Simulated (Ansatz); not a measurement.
A made-up structure of CHOTe (charge +1), closed shell:

O1  (0.527, -0.098, 1.796)
C2  (0.338, -0.226, 0.701)
Te3  (0.039, -0.524, -1.292)
H4  (0.587, -0.999, 0.020)
(Å)

It is relaxed with PBE-D4/def2-SVP and then PBE0-D4/def2-TZVP (Ansatz 0.2.0). Atoms count as bonded within 1.22 times the sum of their covalent radii (H–H: 0.88 Å). The end point is not checked to be a true minimum.

Task: Does its bonding change? (A judgement: the text doesn't fix the answer.)

Result: Computed: Yes. Formed: none; broken: C2–H4.

Where it ends: The first stage lowers the energy by 3.19 eV in 12 steps. It ends as CHOTe ([O][C][TeH]), total charge +1:
```csv
atom,x (Å),y (Å),z (Å)
O1,0.3311,0.3593,1.9896
C2,0.2438,0.0544,0.9165
Te3,0.0480,-0.4358,-1.0504
H4,0.8672,-1.8250,-0.6313
```

Labels in which every atom is bracketed show which atoms are joined, not bond orders.

For scale, one of the runs: PBE0-D4/def2-TZVP relaxation, 118 basis functions, launched by `ansatz run in.yaml --threads 2 --pin off --events-out ev --progress --plain --max-ram 4352MiB`. The run took about 19 s on 2 CPU threads of an Arm Neoverse N1 (shared host).
